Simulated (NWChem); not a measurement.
CH3FTe; SMILES [Te](F)C

Computed with NWChem. def2 effective core potentials on Te; no spin-orbit coupling. Each level has its own optimisation; frequencies are unscaled.

```tsv
level	r F–Te (Å)	r C–Te (Å)	highest harmonic frequency (cm⁻¹)	lowest (cm⁻¹)	zero-point energy (kcal/mol)
Hartree-Fock/STO-3G (all-electron, non-relativistic)	___	___	___	___	___
BLYP/def2-SVP (core potentials)	1.984	2.189	3104	65	22.8
PBE-D3(BJ)/def2-SVP (core potentials)	1.972	2.159	3130	68	23.0
```

Task: Complete the blanks.

Result: 
- Hartree-Fock/STO-3G (all-electron, non-relativistic), r F–Te (Å): 1.957
- Hartree-Fock/STO-3G (all-electron, non-relativistic), r C–Te (Å): 2.123
- Hartree-Fock/STO-3G (all-electron, non-relativistic), highest harmonic frequency (cm⁻¹): 3767
- Hartree-Fock/STO-3G (all-electron, non-relativistic), lowest (cm⁻¹): 44
- Hartree-Fock/STO-3G (all-electron, non-relativistic), zero-point energy (kcal/mol): 28.8
